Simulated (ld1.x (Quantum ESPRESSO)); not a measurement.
Pseudopotential generation for ruthenium (Ru): TM, LDA (PZ), fully relativistic.

Input for ld1.x (Quantum ESPRESSO) 7.5:

```
&input
   title='Ru', zed=44., rel=2, dft='PZ', iswitch=3,
   config='[Kr] 4d5 5s0 5p0', rel_dist='average',
   nld=5, rlderiv=2.25, eminld=-8.0, emaxld=5.0, deld=0.04
 /
 &inputp
   pseudotype=2, tm=.true., lloc=1,
   nlcc=.true., rcore=1.95,
   file_pseudopw='Ru.UPF', file_wfcaegen='ae.wfc', file_wfcncgen='nc.wfc', file_beta='beta', file_chi='chi'
 /
3
5S  1  0   0.00   0.00  2.05  2.05  0.0
4D  3  2   5.00   0.00  2.05  2.05  0.0
4P  2  1   6.00   0.00  1.90  1.90  0.0
 &test
   configts(1)='4p6 4d5 5s0 5p0'
 /
```

Command:

```bash
ld1.x < Ru.in > Ru.out
```

The program printed (shortened: banner, matrices, multipoles, cross overlaps and the repeated all-electron block are left out):

```
Program LD1 v.7.5
     --------------------------- All-electron run ----------------------------

     Ru
     dirac relativistic calculation

     atomic number is 44.00
     dft =PZ   lsd =0 sic =0 latt =0  beta=0.20 tr2=1.0E-14
     Exchange-correlation= PZ
                           (   1   1   0   0   0   0   0)
     mesh =1233 r(mesh) = 101.06970 a.u. xmin = -7.00 dx = 0.01250
     1 Ry =  13.60569312 eV, c = 137.03599908

     n l j   nl                  e(Ry)          e(Ha)          e(eV)
     Spin orbit split results
     1 0 0.5 1S 1( 2.00)     -1612.0245      -806.0123    -21932.7111
     2 0 0.5 2S 1( 2.00)      -234.0376      -117.0188     -3184.2443
     2 1 0.5 2P 1( 2.00)      -216.5939      -108.2970     -2946.9103
     2 1 1.5 2P 1( 4.00)      -206.9870      -103.4935     -2816.2011
     3 0 0.5 3S 1( 2.00)       -43.3285       -21.6643      -589.5143
     3 1 0.5 3P 1( 2.00)       -36.5563       -18.2781      -497.3732
     3 1 1.5 3P 1( 4.00)       -34.9246       -17.4623      -475.1735
     4 0 0.5 4S 1( 2.00)        -8.1640        -4.0820      -111.0763
     4 1 0.5 4P 1( 2.00)        -6.1175        -3.0587       -83.2323
     4 1 1.5 4P 1( 4.00)        -5.8567        -2.9284       -79.6849
     3 2 1.5 3D 1( 4.00)       -22.8918       -11.4459      -311.4591
     3 2 2.5 3D 1( 6.00)       -22.5735       -11.2867      -307.1279
     4 2 1.5 4D 1( 2.00)        -2.7789        -1.3895       -37.8093
     4 2 2.5 4D 1( 3.00)        -2.7481        -1.3741       -37.3903
     5 0 0.5 5S 1( 0.00)        -2.1336        -1.0668       -29.0285
     5 1 0.5 5P 1( 0.00)        -1.6532        -0.8266       -22.4934
     5 1 1.5 5P 1( 0.00)        -1.6147        -0.8073       -21.9685
     Averaged results
     1 0     1S 1( 2.00)     -1612.0245      -806.0123    -21932.7111
     2 0     2S 1( 2.00)      -234.0376      -117.0188     -3184.2443
     2 1     2P 1( 6.00)      -210.1893      -105.0946     -2859.7708
     3 0     3S 1( 2.00)       -43.3285       -21.6643      -589.5143
     3 1     3P 1( 6.00)       -35.4685       -17.7342      -482.5734
     4 0     4S 1( 2.00)        -8.1640        -4.0820      -111.0763
     4 1     4P 1( 6.00)        -5.9436        -2.9718       -80.8674
     3 2     3D 1(10.00)       -22.7008       -11.3504      -308.8604
     4 2     4D 1( 5.00)        -2.7605        -1.3802       -37.5579
     5 0     5S 1( 0.00)        -2.1336        -1.0668       -29.0285
     5 1     5P 1( 0.00)        -1.6275        -0.8138       -22.1435

     final scf error:  6.3E-15 reached in  22 iterations

     Etot =   -9049.944021 Ry,   -4524.972010 Ha, -123130.761126 eV

     Ekin =    9415.354071 Ry,    4707.677035 Ha,  128102.418134 eV
     Encl =  -21797.127933 Ry,  -10898.563966 Ha, -296565.033613 eV
     Eh   =    3587.857178 Ry,    1793.928589 Ha,   48815.283733 eV
     Exc  =    -256.027337 Ry,    -128.013669 Ha,   -3483.429380 eV

     normalization and overlap integrals

     s(1S/1S) =  1.000000  <r> =   0.0335  <r2> =    0.0015  r(max) =   0.0216
     s(2S/2S) =  1.000000  <r> =   0.1455  <r2> =    0.0250  r(max) =   0.1229
     s(2P/2P) =  1.000000  <r> =   0.1237  <r2> =    0.0188  r(max) =   0.0957
     s(2P/2P) =  1.000000  <r> =   0.1285  <r2> =    0.0201  r(max) =   0.0993
     s(3S/3S) =  1.000000  <r> =   0.4032  <r2> =    0.1863  r(max) =   0.3600
     s(3P/3P) =  1.000000  <r> =   0.3961  <r2> =    0.1827  r(max) =   0.3467
     s(3P/3P) =  1.000000  <r> =   0.4068  <r2> =    0.1925  r(max) =   0.3600
     s(4S/4S) =  1.000000  <r> =   1.0094  <r2> =    1.1541  r(max) =   0.9078
     s(4P/4P) =  1.000000  <r> =   1.0884  <r2> =    1.3546  r(max) =   0.9544
     s(4P/4P) =  1.000000  <r> =   1.1174  <r2> =    1.4274  r(max) =   0.9785
     s(3D/3D) =  1.000000  <r> =   0.3822  <r2> =    0.1751  r(max) =   0.2984
     s(3D/3D) =  1.000000  <r> =   0.3857  <r2> =    0.1782  r(max) =   0.3022
     s(4D/4D) =  1.000000  <r> =   1.4332  <r2> =    2.4189  r(max) =   1.1657
     s(4D/4D) =  1.000000  <r> =   1.4459  <r2> =    2.4614  r(max) =   1.1803
     s(5S/5S) =  1.000000  <r> =   2.5041  <r2> =    7.0122  r(max) =   2.2894
     s(5P/5P) =  1.000000  <r> =   2.8587  <r2> =    9.1652  r(max) =   2.5943
     s(5P/5P) =  1.000000  <r> =   2.9170  <r2> =    9.5406  r(max) =   2.6600

     ------------------------ End of All-electron run ------------------------

     --------------------- Generating NC pseudopotential ---------------------

      Generating local pot.: lloc=1, j= 0.50, matching radius rcloc =   1.9000

      Generating local pot.: lloc=1, j= 1.50, matching radius rcloc =   1.9000

      Computing core charge for nlcc:

       r > 1.97 : true rho core
       r < 1.97 : rho core = a sin(br)/r    a=   0.18  b=   1.44

      Integrated core pseudo-charge :   0.28

     Fully relativistic calculation: |psi|^2

     Wfc 5S LC norm =  0.99992756 SC norm =  0.00006753 missing  0.00000491

     Wfc 4D LC norm =  0.99981752 SC norm =  0.00018234 missing  0.00000014

     Wfc 4D LC norm =  0.99982043 SC norm =  0.00017655 missing  0.00000302

      Wfc   5S  rcut= 2.046  Using Troullier-Martins method

      Wfc   4D  rcut= 2.046  Using Troullier-Martins method

      Wfc   4D  rcut= 2.046  Using Troullier-Martins method

     ------------------- End of pseudopotential generation -------------------

     Computing logarithmic derivative in   2.24696
     Computing logarithmic derivative in   2.24696
     Computing the partial wave expansion
     R is outside the sphere for l=    0 j= 0.50
       no projector for channel:   1
       no projector for channel:   1
     R is outside the sphere for l=    2 j= 1.50
     R is outside the sphere for l=    2 j= 2.50

     ---------------------- Testing the pseudopotential ----------------------

     Ru
     dirac relativistic calculation

     atomic number is 44.00   valence charge is 14.00
     dft =PZ   lsd =0 sic =0 latt =0  beta=0.20 tr2=1.0E-14
     mesh =1233 r(mesh) = 101.06970 xmin = -7.00 dx = 0.01250

     n l  j  nl             e AE (Ry)       e PS (Ry)    De AE-PS (Ry)
     2 1 0.5 4P   1( 2.00)       -6.11746       -5.94174       -0.17572  !
     2 1 1.5 4P   1( 4.00)       -5.85673       -5.94174        0.08501  !
     3 2 1.5 4D   1( 2.00)       -2.77893       -2.77893       -0.00000
     3 2 2.5 4D   1( 3.00)       -2.74814       -2.74814        0.00001
     1 0 0.5 5S   1( 0.00)       -2.13356       -2.13356        0.00000
     3 1 0.5 5P   1( 0.00)       -1.65324       -1.67175        0.01852  !
     3 1 1.5 5P   1( 0.00)       -1.61466       -1.67175        0.05709  !

     eps = 5.5E-16  iter = 12

     Etot =   -9049.944021 Ry,   -4524.972010 Ha, -123130.761126 eV
     Etotps =  -132.142930 Ry,     -66.071465 Ha,   -1797.896160 eV

     Ekin =      56.129941 Ry,      28.064970 Ha,     763.686747 eV
     Encl =    -258.946043 Ry,    -129.473022 Ha,   -3523.140402 eV
     Ehrt =      86.595360 Ry,      43.297680 Ha,    1178.189890 eV
     Ecxc =     -13.882632 Ry,      -6.941316 Ha,    -188.882831 eV
     (Ecc =      -0.105698 Ry,      -0.052849 Ha,      -1.438097 eV)
     Epseu=      -2.039555 Ry,      -1.019778 Ha,     -27.749563 eV

     ---------------------- End of pseudopotential test ----------------------
```

Note: ghost state, extra bound levels that the all-electron valence spectrum of the same l lacks: s at -74.8 eV. A true bound ghost makes a file unfit for plane-wave use. The potential misses its own reference levels by up to 2.4 eV, so it is not fit for use.

Generation and configuration tests took about 1.8 s on one core of a shared server CPU.
